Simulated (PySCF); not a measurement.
C3H8AlCl. Atoms are numbered in the order given.

```xyz
13

Al     0.4523    -0.7119     0.4614
Cl     0.0115     0.4525     2.1721
H      1.0130    -2.1701     0.7270
C      0.1956     0.0786    -1.3177
C     -0.7503     1.2789    -1.3404
C     -0.1813    -0.9787    -2.3591
H      1.2133     0.4452    -1.5713
H     -0.7719     1.7536    -2.3373
H     -1.7860     0.9818    -1.1050
H     -0.4640     2.0505    -0.6093
H      0.5187    -1.8301    -2.3706
H     -0.1933    -0.5530    -3.3780
H     -1.1892    -1.3886    -2.1761
```

The structure is a stationary point at PBE0-D3(BJ)/def2-SVP. One conformer was computed; it need not be the lowest.

Calculation: PBE/pcSseg-1 run with PySCF.

GIAO shieldings, no solvent; atoms listed in one row are averaged. δ = σ(ref) − σ: ³⁵Cl against HCl (σ = 936.5 ppm); ¹H against TMS (σ = 31.49 ppm); ¹³C against TMS (σ = 182.0 ppm), references at their B3LYP-D3(BJ)/def2-TZVP geometries, non-relativistic (without spin–orbit terms, shifts of atoms bonded to Cl or Br come out too high).

Q: Estimate the chemical shifts. (An estimate is asked for; the answer gives what the named calculation found.)

A: 
| nucleus | atoms | count | δ (ppm) |
|---|---|---|---|
| ³⁵Cl | Cl2 | 1 | 104.7 |
| ¹H | H3 | 1 | 5.60 |
| ¹H | H8, H9, H10, H11, H12, H13 | 6 | 1.53 |
| ¹H | H7 | 1 | 0.67 |
| ¹³C | C4 | 1 | 24.1 |
| ¹³C | C5 | 1 | 22.2 |
| ¹³C | C6 | 1 | 21.2 |
